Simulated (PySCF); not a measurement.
Computed shifts of a molecule C₂H₇ClOSi, PBE/pcSseg-1 in PySCF, GIAO, gas phase, atoms alike by connectivity averaged where their shifts nearly agree, in ppm (number of nuclei): ¹³C: 69.9 (1), 23.1 (1). ²⁹Si: -4.1 (1). ¹H: 5.61 (1), 4.98 (1), 4.00 (1), 1.56 (3), -0.43 (1). References: ¹³C against TMS (σ = 182.0 ppm); ¹⁷O against H2O (σ = 334.3 ppm); ²⁹Si against TMS (σ = 335.4 ppm); ³⁵Cl against HCl (σ = 936.5 ppm); ¹H against TMS (σ = 31.49 ppm), references at their B3LYP-D3(BJ)/def2-TZVP geometries, non-relativistic (without spin–orbit terms, shifts of atoms bonded to Cl or Br come out too high). Geometry: r2SCAN-D4/def2-SVP. The values are those of a single conformer.

Task: Pick the molecule that these values belong to.
A) CC[Si@@H](O)Cl
B) CO[Si@@H](C)Cl
C) C[Si@H](Cl)CO
D) C[C@@H](O)[SiH2]Cl

Result: D, C[C@@H](O)[SiH2]Cl
